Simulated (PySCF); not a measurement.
## Spin-rotation constants: `C[S@@](=O)c1cc(N)co1`, C5H7NO2S

Molfile (atoms numbered from 1):
```
C5H7NO2S
     RDKit          3D

 16 16  0  0  0  0  0  0  0  0999 V2000
   -2.7638   -0.3089    0.6895 C   0  0  0  0  0  0  0  0  0  0  0  0
   -1.9226   -1.1365   -0.7411 S   0  0  0  0  0  4  0  0  0  0  0  0
   -2.2680   -0.3547   -1.9261 O   0  0  0  0  0  0  0  0  0  0  0  0
   -0.2763   -0.5609   -0.2735 C   0  0  0  0  0  0  0  0  0  0  0  0
    0.5799    0.2742   -0.9258 C   0  0  0  0  0  0  0  0  0  0  0  0
    1.7696    0.3052   -0.1434 C   0  0  0  0  0  0  0  0  0  0  0  0
    2.9378    0.9674   -0.4681 N   0  0  0  0  0  0  0  0  0  0  0  0
    1.5344   -0.5253    0.9196 C   0  0  0  0  0  0  0  0  0  0  0  0
    0.2904   -1.0629    0.8384 O   0  0  0  0  0  0  0  0  0  0  0  0
   -2.5836    0.7588    0.6372 H   0  0  0  0  0  0  0  0  0  0  0  0
   -3.8268   -0.5118    0.6103 H   0  0  0  0  0  0  0  0  0  0  0  0
   -2.3648   -0.7326    1.6037 H   0  0  0  0  0  0  0  0  0  0  0  0
    0.3817    0.7967   -1.8381 H   0  0  0  0  0  0  0  0  0  0  0  0
    3.5580    1.1372    0.3082 H   0  0  0  0  0  0  0  0  0  0  0  0
    2.8076    1.7743   -1.0582 H   0  0  0  0  0  0  0  0  0  0  0  0
    2.1390   -0.8112    1.7559 H   0  0  0  0  0  0  0  0  0  0  0  0
  2  1  1  1
  2  3  2  0
  2  4  1  0
  4  5  2  0
  5  6  1  0
  6  7  1  0
  6  8  2  0
  8  9  1  0
  9  4  1  0
  1 10  1  0
  1 11  1  0
  1 12  1  0
  5 13  1  0
  7 14  1  0
  7 15  1  0
  8 16  1  0
M  END
```

Computed, not measured: GIAO B3LYP/pcSseg-1 magnetisability, rotational g tensor and spin-rotation constants, non-relativistic, gas phase (PySCF). Geometry: GFN2-xTB.

(1) Give the nuclear spin-rotation constants along the inertial axes (H = +C I·J) beside the isotropic shieldings.

Answers

(1) Rotational constants 3.3605, 0.8484, 0.7378 GHz. A star marks the isotopologue with that one atom substituted, in its own axes.
```csv
atom,isotope,Caa (kHz),Cbb (kHz),Ccc (kHz),mean (kHz),σ (ppm)
N7,14N,0.135,0.049,0.039,0.074,211.7
H10,1H,-0.340,-0.081,0.008,-0.138,29.4
H11,1H,0.164,-0.102,-0.082,-0.007,29.1
H12,1H,-0.328,0.014,-0.081,-0.132,29.5
H13,1H,-0.331,0.083,-0.081,-0.110,25.2
H14,1H,-0.066,-0.057,-0.084,-0.069,29.0
H15,1H,-0.382,-0.006,-0.057,-0.148,28.8
H16,1H,-0.097,0.029,-0.080,-0.049,24.6
C1,13C*,0.796,0.158,0.128,0.360,130.4
S2,33S*,1.553,0.304,0.322,0.726,150.5
O3,17O*,0.039,-0.188,-0.035,-0.061,293.1
C4,13C*,1.518,0.359,0.198,0.692,11.8
C5,13C*,1.139,0.334,0.103,0.526,71.2
C6,13C*,1.595,0.312,0.135,0.680,37.2
C8,13C*,1.302,0.294,0.169,0.589,49.9
O9,17O*,-1.272,-0.270,-0.091,-0.544,62.2
```
For the geometry as given, no vibrational averaging.
